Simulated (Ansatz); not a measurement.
`C[O][GaH][CH3]` + H₂S → `C[O][GaH][SH]` + CH₄ at 600 K and 1 bar (ligand exchange at a Ga–C bond).

Gas-phase electronic energies from Ansatz, PBE0-D4/def2-TZVP geometries. CBS: MP2 limit from def2 TZ/QZ plus the TZ coupled-cluster correction, frozen cores. This one scheme is used for every species. For Ga outer-core shells are correlated without core-valence functions, which leaves a few kJ/mol of doubt a bond. Scalar relativity is left out up to krypton. Each species was taken in one conformer, which may not be the lowest.

```
         species  CCSD(T)/CBS energy (Eh)  H − E (kJ/mol)  S (J/(mol·K))
`C[O][GaH][CH3]`              -2079.44369           281.7          444.3
             H₂S               -398.97279            60.8          230.9
 `C[O][GaH][SH]`              -2437.99512           209.3          434.4
             CH₄                -40.46206           140.4          215.7
```

H − E and S are ideal-gas, rigid-rotor, harmonic terms from PBE0-D4/def2-TZVP, for one conformer and one mirror image of each species. 1 Eh = 2625.50 kJ/mol, R = 8.31446 J/(mol·K).

**Question.** By hand: ΔE, ΔH, ΔS and ΔG.

**Answer.** ΔE = (-2437.99512) + (-40.46206) − (-2079.44369) − (-398.97279) = -0.04070 Eh = -106.9 kJ/mol. Δ(H − E) = 209.3 + 140.4 − 281.7 − 60.8 = 7.2, so ΔH = -99.7 kJ/mol. ΔS = 434.4 + 215.7 − 444.3 − 230.9 = -25.1 J/(mol·K). ΔG = -99.7 − 600 × (-25.1)/1000 = -84.6 kJ/mol.

**Question.** By hand: the equilibrium constant, and the temperature at which ΔG would vanish if ΔH and ΔS stayed fixed.

**Answer.** log₁₀ K = −ΔG/(RT ln 10) = 7.4. ΔG = 0 at ΔH/ΔS = 3972 K, far beyond where these terms or the molecules hold.

ΔH outweighs TΔS. A doubt of 5 kJ/mol in ΔE shifts log₁₀ K by 0.4 here. Other conformers and mirror images would add mixing entropy, several J/(mol·K) or more a flexible species. Modes under 60 cm⁻¹, often nearly free rotors, make the harmonic entropy too high. These are equilibria of isolated gas molecules and say nothing of rates. Largest T1 diagnostic: 0.014 (customary marks: 0.02 for closed shells, 0.045 for open ones).
